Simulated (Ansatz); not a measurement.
Program: Ansatz. Geometries: PBE0-D4/def2-TZVP. ΔE: electronic, gas phase. CBS: MP2 limit from def2 TZ/QZ plus the TZ coupled-cluster correction, frozen cores. DFT in def2-TZVPP. For Ge outer-core shells are correlated without core-valence functions, which leaves a few kJ/mol of doubt a bond. Scalar relativity is left out up to krypton. Each species was taken in one conformer, which may not be the lowest.

Consider the redistribution: `[F][GeH2][SiH3]` + `CC(C)O[SiH3]` → `CC(C)[O][GeH2][F]` + `[SiH3][SiH3]`.

Task: Is it downhill or uphill in electronic energy at CCSD(T)/CBS, and by how much? (Best estimate.)

Result: The calculation gave: Uphill: ΔE = +49.2 kJ/mol.

Task: What do these levels give: LDA (SPW92), r2SCANh-D4, ωB97M-V, r2SCAN, r2SCAN0, BHLYP? (Estimate.)

Result: Computed: LDA (SPW92) 43.0, r2SCANh-D4 48.2, ωB97M-V 52.6, r2SCAN 47.2, r2SCAN0 50.2, BHLYP 57.2 kJ/mol.

Task: What do rigid-rotor, harmonic-oscillator terms from PBE0-D4/def2-TZVP frequencies (298.15 K, 1 bar) make of the CCSD(T)/CBS value? (Estimate.)

Result: The calculation gave: ΔZPE = -1.8 kJ/mol, ΔH = +47.3 kJ/mol, ΔS = -26 J/(mol·K), ΔG = +55.0 kJ/mol. Modes under 50 cm⁻¹ make the entropy rough.

Largest T1 diagnostic among the species: 0.013.

At CCSD(T), def2-SVP lies −21.0 kJ/mol from the extrapolated value and def2-TZVPP −4.7 kJ/mol. Leaving LDA and LC-ωPBE aside and taking each functional with its dispersion term where it has one, the values, not all of them listed here, spread over 14.5 kJ/mol, from revPBE-D4 to BHLYP-D4.
